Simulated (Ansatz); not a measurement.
Relaxation of BrHOZn (4 atoms, charge 0, multiplicity 1), to a largest force component of 0.02 eV/Å in at most 40 steps.

Computed with RKS B3LYP/def2-SVP in Ansatz 0.2.0.

```xyz
4
Properties=species:S:1:pos:R:3:forces:R:3
O -0.477 0.444 -0.219 -61.35 46.91 -34.26
Zn 0.382 -0.243 0.252 -60.79 25.10 -30.57
Br 1.387 -0.843 0.779 121.46 -72.66 63.88
H -1.237 0.581 -0.832 0.68 0.64 0.95
```

Where does it end, and by what steps?

It converged. After 8 steps the energy has fallen by 48.701 eV; Br3 moved furthest, 0.91 Å. The start is strongly strained (largest force component 121 eV/Å).

```json
{"step": "0", "energy less start (eV)": "0.0000", "largest force component (eV/Å)": "121.459", "accepted": "yes"}
{"step": "1", "energy less start (eV)": "-28.6685", "largest force component (eV/Å)": "41.919", "accepted": "yes"}
{"step": "2", "energy less start (eV)": "-40.7954", "largest force component (eV/Å)": "19.419", "accepted": "yes"}
{"step": "3", "energy less start (eV)": "-46.1333", "largest force component (eV/Å)": "7.762", "accepted": "yes"}
{"step": "4", "energy less start (eV)": "-48.2342", "largest force component (eV/Å)": "2.774", "accepted": "yes"}
{"step": "5", "energy less start (eV)": "-48.6605", "largest force component (eV/Å)": "1.193", "accepted": "yes"}
{"step": "6", "energy less start (eV)": "-48.6935", "largest force component (eV/Å)": "0.535", "accepted": "yes"}
{"step": "7", "energy less start (eV)": "-48.7000", "largest force component (eV/Å)": "0.063", "accepted": "yes"}
{"step": "8", "energy less start (eV)": "-48.7013", "largest force component (eV/Å)": "0.017", "accepted": "yes"}
```

```xyz
4
Properties=species:S:1:pos:R:3
O -0.899 0.922 -0.367
Zn 0.381 -0.148 0.248
Br 2.049 -1.360 1.131
H -1.475 0.526 -1.033
```

Run time: 22 s on 1 thread of Arm Neoverse V2, with other jobs on the host, peak memory 0.16 GiB.
